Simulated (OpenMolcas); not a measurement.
Xe⁴⁺: effect of the basis set

- Program: OpenMolcas 26.06
- Method: CASSCF
- Active space: 2 electrons in 3 orbitals (5p)
- State averaging: 2S+1 = 3 even, 3 roots; 2S+1 = 1 even, 6 roots
- Spin-orbit coupling: RASSI with atomic mean-field integrals over the reference wave functions, term energies averaged over their components

A. ANO-RCC-VDZP [6s5p3d1f], DKH2, point nucleus; cost about 2.6 core-seconds
B. ANO-R1 [6s5p3d1f], X2C, finite nucleus; cost about 2.5 core-seconds
C. ANO-RCC-VTZP [7s6p4d2f1g], DKH2, point nucleus; cost roughly 3 core-seconds
D. ANO-R2 [7s6p4d2f1g], X2C, finite nucleus; cost about 2.3 core-seconds
E. ANO-RCC-VQZP [8s7p5d3f2g], DKH2, point nucleus; cost of the order of 3 core-seconds
F. ANO-R3 [8s7p5d4f3g2h], X2C, finite nucleus; cost of the order of 8 core-seconds

Energies in cm-1 above 5s2 5p2 3P0, the measured ground level; measured values from Saloman, J. Phys. Chem. Ref. Data 33, 765 (2004).

```csv
Level,A,B,C,D,E,F,Measured
5s2 5p2 3P0,0.0,0.0,0.0,0.0,0.0,0.0,0.0
5s2 5p2 3P1,8880,8629,7565,7590,7571,7505,9292
5s2 5p2 3P2,14702,14421,13082,13110,13075,12990,14127
5s2 5p2 1D2,30503,30111,28124,28156,28130,27998,28411
5s2 5p2 1S0,49911,49725,48052,48059,48050,47923,44470
```

Deviations, from unrounded energies. A percentage is the sum of absolute deviations over the sum of measured energies, with the sign that they share, or ± where signs differ.

```json
{"Against measurement": "mean absolute deviation (cm-1)", "Levels": "4", "A": "2100", "B": "2000", "C": "1700", "D": "1600", "E": "1700", "F": "1700"}
{"Against measurement": "fine structure of the ground term (%)", "Levels": "2", "A": "±4.2", "B": "±4.1", "C": "-11.8", "D": "-11.6", "E": "-11.8", "F": "-12.5"}
{"Against measurement": "other terms of the ground configuration (%)", "Levels": "2", "A": "+10.3", "B": "+9.5", "C": "±5.3", "D": "±5.3", "E": "±5.3", "F": "±5.3"}
```

C, D, E, F lie about equally close to measurement and A furthest from it. The largest miss of D in the table is 5s2 5p2 1S0, by +3600 cm-1. The ranking rests on the paired levels alone, and a cruder setting can come out closer through cancelling errors.

Among A to F the level of the table that moves most is 5s2 5p2 1D2, by 2500 cm-1 (lowest in F, highest in A).

With the s shell closed, the reference lacks s² → p² mixing. The basis is small and was not contracted for so high a charge (holds for A; B). Computed and measured levels are paired by configuration, term and J; levels that our copy of the source lacks, or whose pairing is in doubt (as where it misses far off the trend of its configuration), stay unpaired and out of the deviations. Only configurations of the active space appear.
